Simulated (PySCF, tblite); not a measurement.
Isomers of C8H11P. Computed values, GFN2-xTB/tblite, gas phase, harmonic and unscaled. Against measured fundamentals such values can be off by several per cent, at times by over 20. Modes of hydrogen on phosphorus can be 10 to 20 % off. One conformer each.

Electronic energies: PBE0/pcSseg-1 single points on the GFN2-xTB geometries (PySCF, gas phase).

```csv
SMILES,"electronic energy, lowest = 0 (kJ/mol)"
C#CP=C=C(C)C(C)C,342.8
CPc1ccc(C)cc1,0.0
CPc1cccc(C)c1,0.1
CCc1pcccc1C,17.8
```

Q: How do GFN2-xTB zero-point energies change the relative energies?

A: 
```
          SMILES  ZPE (kJ/mol)  of it from modes above 1550 cm⁻¹  electronic (kJ/mol)  with ZPE, lowest = 0 (kJ/mol)  lowest mode (cm⁻¹)  rings
   CPc1ccc(C)cc1         422.0                             213.9                  0.0                            0.0                  8i      1
   CPc1cccc(C)c1         422.0                             214.0                  0.1                            0.2                  14      1
     CCc1pcccc1C         433.1                             198.2                 17.8                           28.9                  66      1
C#CP=C=C(C)C(C)C         421.1                             224.6                342.8                          342.0                   4      0
```

The zero-point energies span 12.0 kJ/mol, from `C#CP=C=C(C)C(C)C` to `CCc1pcccc1C`. Slightly imaginary modes are left out of the zero-point energy: `CPc1ccc(C)cc1` 7.6i cm⁻¹. The order is unchanged.

Q: And how do the electronic energies of GFN2-xTB itself compare?

A: `CPc1ccc(C)cc1` 0.0; `CPc1cccc(C)c1` 0.0; `CCc1pcccc1C` 20.2; `C#CP=C=C(C)C(C)C` 322.3 kJ/mol, lowest = 0. Against the energies above, taken from the same isomer `CPc1ccc(C)cc1`, the largest difference is 20.5 kJ/mol.
